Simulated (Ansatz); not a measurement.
NbO₃⁻ (the lowest singlet isomer of a short search) was relaxed with r2SCAN-D4 (def2-TZVPD) in Ansatz in these states: charge -1 quintet, charge -1 triplet. The geometries follow in no particular order.

In the def2 sets Nb takes a core potential; there is no spin–orbit coupling.

A:

```csv
atom,x (Å),y (Å),z (Å)
Nb1,-0.664,-0.327,0.242
O2,1.202,-0.675,-0.303
O3,-1.003,0.942,1.392
O4,0.465,0.059,-1.331
```

B:

```xyz
4

Nb   -0.5865   -0.5444   -0.0043
O     0.2281    1.4878   -0.4270
O    -0.1043   -2.1682   -0.4255
O     0.4627    1.2248    0.8567
```

Judge from the bond lengths which geometry belongs to which state (an estimate).

A is the charge -1 triplet (Nb1–O4 1.975 Å, Nb1–O2 1.975 Å, O2–O4 1.463 Å); B is the charge -1 quintet (Nb1–O4 2.230 Å, Nb1–O2 2.230 Å, O2–O4 1.331 Å).

At r2SCAN-D4/def2-TZVPD the highest occupied level of the charge -1 triplet lies above zero (up to 0.52 eV). It is a level of α spin, whose loss leaves a doublet; that state wasn't run at this geometry and level. The electron is either unbound and held by the finite basis, or the level is raised by self-interaction error. At r2SCAN-D4/def2-TZVPD the highest occupied level of the charge -1 quintet lies above zero (up to 1.33 eV). It is a level of α spin, whose loss leaves a quartet; that state wasn't run at this geometry and level. The electron is either unbound and held by the finite basis, or the level is raised by self-interaction error. At PBE0-D4/def2-TZVPD a triplet lies 1.83 eV below the charge -1 quintet. These are the stationary points nearest to one start from a short search; other shapes may lie lower in each state.
